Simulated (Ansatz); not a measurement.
Cost and result for the atomization energy of C2H9BSi2, SMILES `[SiH3][SiH]1CBC1` (14 atoms, 14 bonds).

```
atom   x (Å)   y (Å)   z (Å)
 Si1  -1.567   1.521   0.490
 Si2  -0.466  -0.526   0.288
  C3   0.342  -0.944  -1.411
  B4   1.485  -0.231  -0.641
  C5   1.372  -0.614   0.859
  H6  -1.870   1.812   1.918
  H7  -0.705   2.606  -0.049
  H8  -2.847   1.502  -0.267
  H9  -1.285  -1.647   0.823
 H10  -0.005  -0.578  -2.372
 H11   0.324  -2.037  -1.372
 H12   1.957   0.809  -1.006
 H13   1.449  -1.677   1.107
 H14   1.814   0.005   1.634
```

Charge 0, multiplicity 1. All single points use the PBE0-D4/def2-TZVP geometry. Program: Ansatz. All runs use 4 threads of an Arm Neoverse V1 on a shared host. Times are those of one run each, without the atoms' runs, and a repeat can differ threefold. Electronic energies, without spin–orbit coupling; frozen cores. CCSD(T)/CBS adds CCSD(T) − MP2 in def2-TZVPP to the MP2 limit, and its time is that of the two runs behind it. T1 = 0.013. B3LYP takes the VWN-RPA correlation (the form of Gaussian; ORCA's B3LYP/G).

CCSD(T)/CBS is a level of theory with its own doubt, some kJ/mol a heavy atom from the limit and from the frozen cores, so smaller differences don't rank the functionals.

```tsv
level	functions	wall time	atomization (kJ/mol)	difference from CCSD(T)/CBS	per bond
PBE-D4/def2-TZVPP (with forces)	303	3.9 s	4996.0	56.2	4.0
PBE0-D4/def2-TZVPP	303	4.8 s	4967.9	28.1	2.0
r2SCAN-D4/def2-TZVPP (with forces)	303	7 s	4979.8	40.0	2.9
B3LYP-D4/def2-TZVPP (with forces)	303	8 s	4949.3	9.5	0.7
B2PLYP/def2-TZVPP	303	8.5 s	4888.5	-51.3	-3.7
ωB97X-V/def2-TZVPP	303	12 s	4977.8	38.0	2.7
ωB97M-V/def2-TZVPP (with forces)	303	18 s	4966.0	26.2	1.9
MP2/def2-QZVPP	581	39 s	4923.1	-16.7	-1.2
CCSD(T)/def2-TZVPP	303	17 min	4828.3	-111.5	-8.0
CCSD(T)/CBS(def2)	–	17 min	4939.8	0.0	0.0
```

In def2-TZVPP, CCSD(T) changes the Hartree–Fock value by +1042.8 kJ/mol (the triples alone add +57.8 kJ/mol) and MP2 by +1071.7 kJ/mol; breaking electron pairs costs correlation energy, which Hartree–Fock lacks. The D4 term adds +53.4 kJ/mol with B3LYP and +28.2 kJ/mol with PBE0; it sums over pairs of atoms, weighted by their polarisabilities, and B3LYP, whose exchange is more repulsive, gets the larger term. From PBE to PBE0 (25 % exact exchange), in def2-TZVPP and without D4, the atomization energy moves by −23.2 kJ/mol: exact exchange takes away binding that semilocal exchange gives to molecules.
